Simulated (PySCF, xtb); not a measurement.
Donor–acceptor adduct: GaH3 (SMILES [GaH3]) (first 4 atoms) with C2H6O (SMILES COC); geometry from B3LYP-D3(BJ)/def2-TZVP, rigid monomers moved along the line of their centres of mass till Ga1···O6 is 1.95 Å.
(charge 0, multiplicity 1):
```xyz
13

Ga     0.7169     0.2403     0.9854
H      1.9781    -0.6968     1.1198
H     -0.6087    -0.3757     0.3769
H      0.9005     1.8057     0.9343
C     -0.8926     1.0152     3.2209
O      0.1876     0.1512     2.8591
C      0.0435    -1.1722     3.3807
H     -0.9623     1.0761     4.3089
H     -1.8339     0.6435     2.8072
H     -0.6684     1.9942     2.8067
H     -0.0171    -1.1304     4.4702
H      0.9251    -1.7304     3.0780
H     -0.8540    -1.6469     2.9752
```

Counterpoise-corrected where a basis set is named; no monomer relaxation. Rows marked so take none.

Rows in 3-21G, 6-31G* carry no dispersion term and start afresh at each structure (6-31G* with six Cartesian d functions); the Pople sets are all-electron and without relativity.

Programs: PySCF for 3-21G rows, 6-31G* rows; xtb for the GFN methods. Values without a source in brackets are computed.

Question: One of these levels gives -12.87 kcal/mol for the interaction energy. Which?
A) HF/6-31G*
B) HF/6-31G* (no counterpoise)
C) B3LYP/3-21G (no counterpoise)
D) GFN1-xTB

Answer: B, HF/6-31G* (no counterpoise). The others give -15.78 (GFN1-xTB), -10.19 (HF/6-31G*), -35.25 (B3LYP/3-21G (no counterpoise))
